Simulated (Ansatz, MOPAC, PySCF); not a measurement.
Complex: NH3 (SMILES N) (first 4 atoms) with C3H6 (SMILES C=CC); geometry from B3LYP-D3(BJ)/def2-TZVP, rigid monomers moved along the line of their centres of mass till H4···C6 is 3.66 Å.
(charge 0, multiplicity 1):
```xyz
13

N     -0.211    -0.209     0.537
H     -0.712    -0.855    -0.062
H      0.738    -0.148     0.187
H     -0.165    -0.623     1.462
C      0.156    -0.865     5.278
C     -0.488     0.262     5.000
C      0.156     1.577     4.701
H      1.240    -0.902     5.320
H     -0.372    -1.788     5.481
H     -1.575     0.248     4.970
H     -0.192     2.349     5.392
H      1.243     1.514     4.775
H     -0.104     1.906     3.691
```

Counterpoise-corrected where a basis set is named; no monomer relaxation. Rows marked so take none.

Cores are frozen in the correlated methods. Rows in 3-21G, 6-31G* carry no dispersion term and start afresh at each structure (6-31G* with six Cartesian d functions). MP2/6-31G* freezes PySCF's default core. The state that AM1, PM3, PM7 reach isn't checked; PM7 holds dispersion and hydrogen-bond terms.

Codes used: Ansatz (a first-principles code); MOPAC for AM1, PM3, PM7 (differences of heats of formation); PySCF for 3-21G rows, 6-31G* rows, the dispersion terms. Values without a source in brackets are computed.

Other levels give for the interaction energy: PBE/def2-TZVPPD -33.3; B3LYP/def2-TZVPPD -18.8; B3LYP-D3(BJ)/def2-TZVPPD -41.0; wB97M-V/def2-TZVPPD -42.0; CCSD(T)/aug-cc-pVDZ -39.6 meV.

Question: What do these common cheap choices give for the same quantity: AM1, PM3, PM7, HF/3-21G (no counterpoise), BP86/6-31G* (no counterpoise), B3LYP/3-21G (no counterpoise), M06-2X/6-31G* (no counterpoise), MP2/6-31G*?

Answer: AM1 -4.1; PM3 -7.0; PM7 -45.3; HF/3-21G (no counterpoise) -37.6; BP86/6-31G* (no counterpoise) -27.8; B3LYP/3-21G (no counterpoise) -36.1; M06-2X/6-31G* (no counterpoise) -49.5; MP2/6-31G* -30.2 meV. They span -49.5 to -4.1 meV.
